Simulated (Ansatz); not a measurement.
Reactions of CH6GeS2 (`SC[S][GeH3]`).

Computed with Ansatz on PBE0-D4/def2-TZVP structures; ΔE is electronic, products minus reactants. CBS: MP2 limit from def2 TZ/QZ plus the TZ coupled-cluster correction, frozen cores. This one scheme is used for every species. Functionals use def2-TZVPP. For Ge outer-core shells are correlated without core-valence functions, which leaves a few kJ/mol of doubt a bond. Scalar relativity is left out up to krypton. One conformer a species, not always the lowest.

```tsv
reaction	B2PLYP (kJ/mol)	PBE0-D4 (kJ/mol)	CCSD/CBS(def2) (kJ/mol)
`SC[S][GeH3]` + `OC=S` → `S=COCS` + `[SH][GeH3]`	12	19	20
`SC[S][GeH3]` + `CCS` → `CCSCS` + `[SH][GeH3]`	-9	-8	-7
`SC[S][GeH3]` + H₂O → `OC[S][GeH3]` + H₂S	24	27	33
`SC[S][GeH3]` + `BC#CF` → `FC#[C][GeH3]` + `BSCS`	-25	-21	-24
```

(1) Give the CCSD(T)/CBS values in the same order. (Best estimate.)

Largest T1 diagnostic: 0.018, for `OC=S`.

Results:

(1) Ansatz gave: 21, -6, 35, -26 kJ/mol.
